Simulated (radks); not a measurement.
All-electron atom: Os II in [Xe] 4f14 5d6 6s1. Method: Dirac Kohn-Sham, exchange-only PBE, spin-unpolarised, spherical densities, finite nucleus; open shells fill j = l - 1/2 first; Fermi nuclear charge, rms radius 5.4126 fm; computed with a radial shooting solver on a logarithmic mesh with Libxc functionals. Some entries of the table are withheld. Estimate them.

orbital,occ.,eigenvalue (hartree),<r^2> (bohr^2)
1s1/2,2,-2710.023,0.0004336
2s1/2,2,-471.8621,0.006586
2p1/2,2,-451.8884,0.004684
2p3/2,4,-395.6164,0.005880
3s1/2,2,-109.9774,0.04291
3p1/2,2,-101.0186,0.03926
3p3/2,4,-88.74782,0.04578
3d3/2,4,-73.70243,0.03533
3d5/2,6,-71.04401,0.03711
4s1/2,2,(1),0.2107
4p1/2,2,-19.62398,0.2163
4p3/2,4,-16.74089,0.2506
4d3/2,4,-10.55734,0.2697
4d5/2,6,-10.02332,0.2824
5s1/2,2,-3.59709,1.141
5p1/2,2,-2.43776,1.373
4f5/2,6,-2.19824,0.3772
4f7/2,8,-2.09520,0.3889
5p3/2,4,-1.98923,1.639
5d3/2,4,-0.49915,3.611
5d5/2,2,-0.45995,3.929
6s1/2,1,-0.45331,9.146
6p1/2,0,(2),15.08
6p3/2,0,(3),18.07

Answer. 
(1) 4s1/2 eigenvalue (hartree): -23.38732
(2) 6p1/2 eigenvalue (hartree): -0.26617
(3) 6p3/2 eigenvalue (hartree): -0.23565
